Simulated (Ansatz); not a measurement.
`CC(C)[O][Al]([OH])[OH]`, 16 atoms. Charge 0, multiplicity 1. All runs use 4 threads of an Arm Neoverse V1 on a shared host. Correlated methods freeze the cores.

How many basis functions does each run have, and how long does it take in Ansatz? RKS PBE0-D4/def2-QZVPP energy; RKS ωB97M-V/def2-TZVPP energy and forces; RKS ωB97M-V/def2-QZVPP energy; RKS ωB97X-V/def2-TZVPP energy; RKS PBE0-D4/def2-TZVP frequencies; direct RPA on PBE orbitals/def2-TZVPP energy; RKS PBE0-D4/def2-SVP energy; RKS ωB97M-V/def2-SVP energy; RKS r2SCANh-D4/def2-TZVPP energy; RHF-MP2/def2-QZVPP energy; RKS PBE-D4/def2-TZVPP energy and forces; RHF-MP2/def2-TZVPP energy. (Best estimate.)

The calculation gave: Other jobs shared the machine, so times are rough.

```json
{"level": "RKS PBE0-D4/def2-SVP", "job": "energy", "functions": "147", "wall time": "2.1 s", "peak host memory (GiB)": "0.71"}
{"level": "RKS PBE-D4/def2-TZVPP", "job": "energy and forces", "functions": "354", "wall time": "4.7 s", "peak host memory (GiB)": "0.58"}
{"level": "RKS ωB97M-V/def2-SVP", "job": "energy", "functions": "147", "wall time": "8.5 s", "peak host memory (GiB)": "0.71"}
{"level": "RHF-MP2/def2-TZVPP", "job": "energy", "functions": "354", "wall time": "8.5 s", "peak host memory (GiB)": "1.2"}
{"level": "RKS r2SCANh-D4/def2-TZVPP", "job": "energy", "functions": "354", "wall time": "10 s", "peak host memory (GiB)": "1.2"}
{"level": "direct RPA on PBE orbitals/def2-TZVPP", "job": "energy", "functions": "354", "wall time": "14 s", "peak host memory (GiB)": "1.3"}
{"level": "RKS ωB97X-V/def2-TZVPP", "job": "energy", "functions": "354", "wall time": "15 s", "peak host memory (GiB)": "1.5"}
{"level": "RKS PBE0-D4/def2-QZVPP", "job": "energy", "functions": "682", "wall time": "22 s", "peak host memory (GiB)": "3.2"}
{"level": "RKS ωB97M-V/def2-TZVPP", "job": "energy and forces", "functions": "354", "wall time": "22 s", "peak host memory (GiB)": "1.7"}
{"level": "RKS ωB97M-V/def2-QZVPP", "job": "energy", "functions": "682", "wall time": "42 s", "peak host memory (GiB)": "3.9"}
{"level": "RHF-MP2/def2-QZVPP", "job": "energy", "functions": "682", "wall time": "63 s", "peak host memory (GiB)": "7"}
{"level": "RKS PBE0-D4/def2-TZVP", "job": "frequencies", "functions": "277", "wall time": "7.8 min", "peak host memory (GiB)": "0.94"}
```
